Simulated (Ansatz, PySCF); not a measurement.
System: CHO2 (charge 0, doublet). It need not be the lowest isomer of its formula. 
Coordinates optimised at B3LYP-D3(BJ)/def2-TZVP (Ansatz, a quantum-chemistry and plane-wave program):
SMILES: [C](O)[O]
```xyz
4

C     -0.3844    -0.1290    -0.0556
O     -0.3996    -0.1022     1.1203
O      0.6420     0.1898    -0.8566
H      0.3676     0.0738    -1.7766
```
Charge 0, spin multiplicity 2.

Dipole moments at this geometry, in debye (magnitudes).

```
level                 program  dipole (D)
--------------------  -------  ----------
SVWN5/def2-TZVPD       Ansatz        2.90
revPBE/def2-TZVPD      Ansatz        2.84
TPSS/def2-TZVPD         PySCF        2.90
r2SCAN/def2-TZVPD      Ansatz        3.00
B97M-V/def2-TZVPD      Ansatz        2.94
PBE0/def2-TZVPD        Ansatz        3.01
BHLYP/def2-TZVPD       Ansatz        3.17
r2SCAN0/def2-TZVPD     Ansatz        3.12
PW6B95/def2-TZVPD       PySCF        2.99
MN15/def2-TZVPD         PySCF        3.04
CAM-B3LYP/def2-TZVPD   Ansatz           ?
wB97M-V/def2-TZVPD     Ansatz        2.99
CCSD(T)/aug-cc-pVDZ    Ansatz           ?
```

Q: Fill in the missing entries.

A: 
- CAM-B3LYP/def2-TZVPD, dipole (D): 3.05
- CCSD(T)/aug-cc-pVDZ, dipole (D): 2.89
